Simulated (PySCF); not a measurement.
## Structure from 2D NMR

Compound of formula C5H6F2OSi. Correlations simulated from computed shifts and the bond graph:

HSQC (one-bond C–H):
```
  δH     δC
7.02  154.7
6.18  108.0
5.53  117.6
```

COSY cross peaks (H two or three bonds apart, from the bond graph; peaks can be absent where the dihedral angle is near 90°):
```
  δH    δH
7.02  5.53
5.53  4.70
```

HMBC (two and three bonds, from the bond graph):
```
  δH                          δC
7.02         155.4, 142.6, 117.6
6.18                       142.6
5.53         155.4, 154.7, 142.6
4.70  155.4, 154.7, 142.6, 117.6
```

Carbons without hydrogens: δ 155.4, 142.6.

Theory: NMR shieldings at PBE0/pcSseg-1/GIAO, coordinates at the GFN2-xTB level, in PySCF 2.14 (no solvent model, non-relativistic Hamiltonian, averaged over atoms made equivalent by symmetry, fast rotation or ring inversion, one computed conformer).

Chemical shifts δ = σref − σ; 1H, 13C vs TMS, all at this level.

Exchangeable hydrogens are left out of these lists.

Q: Which molecule is this?

A: SMILES FCOC1=C(F)C=C[SiH2]1.

Numbering as in the mapped SMILES `[F:1][CH2:2][O:3][C:4]1=[C:5]([F:6])[CH:7]=[CH:8][SiH2:9]1`. Each H is labelled by its parent atom.

- δC 155.4 is C5, a β carbon of an enol-ether or enamine type C=C.
- δC 154.7 is C7, an alkene CH (δH 7.02).
- δC 142.6 is C4, an alkene carbon bearing oxygen.
- δC 117.6 is C8, an alkene CH (δH 5.53).
- δC 108.0 is C2, an sp3 CH2 bonded to F and O (δH 6.18).
- HMBC from δH 7.02 reaches the proton-free carbons C5, C4.
- HMBC from δH 6.18 reaches the proton-free carbon C4.
- HMBC from δH 5.53 reaches the proton-free carbons C5, C4.
- HMBC from δH 4.70 reaches the proton-free carbons C5, C4.
- COSY links 7.02–5.53, 5.53–4.70.

The data come from this structure; uniqueness wasn't tested.

Shifts are as computed. Against solution values, carbons near 30 ppm lie about +3 ppm off and those near 130 ppm about +5 ppm. Of 1211 compounds with measured shifts, 218 miss one by over three times the rms of a fit or turn the order of signals round; such compounds aren't used in these exercises.
